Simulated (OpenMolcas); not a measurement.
Re6+ with 6 ligands (fluoride) in octahedral coordination (Oh). Ligand basis ANO-RCC-VDZP.

```
Program             : OpenMolcas 26.06
Method              : CASSCF
Basis               : ANO-RCC-VTZP [8s7p5d3f2g1h]
Scalar Hamiltonian  : DKH2, point nucleus
Active space        : 1 electron in 5 orbitals (5d)
State averaging     : 2S+1 = 2 even, 5 roots
Spin-orbit coupling : RASSI with atomic mean-field integrals over the reference wave functions
```

All ligands move together. At R = 1.81 Å the first state of the same spin is 50475 cm-1, and at R = 1.93 Å it is 39558 cm-1.

A third run gives 45396 cm-1. What distance was it run at?

With a power law R^-n the two known points give n = -ln(39558 / 50475) / ln(1.93 / 1.81) = 3.80. Then R = 1.81 × (50475 / 45396)^(1/3.80) = 1.861 Å. The run was at 1.86 Å, so the estimate is off by +0.001 Å.

An orbital triplet at a regular site is open to Jahn-Teller coupling, which can distort the site and quench the lowest spin-orbit gaps and is left out. The least metal-like active orbital is 67 % on the metal (Löwdin) and no ligand orbital is active, so the numbers are rough. With metal d orbitals alone the field can be off either way by tens of per cent. Ligand-to-metal charge-transfer states are missing. No measured value stands beside these numbers; the geometry was imposed, not optimised, and the real ion may take another.
